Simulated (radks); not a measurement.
Question: All-electron atom: Cl+ in [Ne] 3s2 3p4. Calculated with a radial shooting solver on a logarithmic mesh with Libxc functionals: Dirac Kohn-Sham, BLYP, spin-unpolarised, spherical densities, point nucleus; open shells fill j = l - 1/2 first. Some entries of the table are withheld. Estimate them.

orbital  occ.  eigenvalue (Ry)  <r^2> (bohr^2)  r(max) (bohr)
1s1/2       2        -203.2695         0.01113            (1)
2s1/2       2              (2)          0.2347         0.3618
2p1/2       2        -15.11454          0.2048         0.3000
2p3/2       4        -14.98943          0.2070         0.3018
3s1/2       2         -2.34495           2.563          1.263
3p1/2       2         -1.42275           3.442          1.380
3p3/2       2         -1.41212           3.473          1.386

Answer: 
(1) 1s1/2 r(max) (bohr): 0.05946
(2) 2s1/2 eigenvalue (Ry): -19.50189
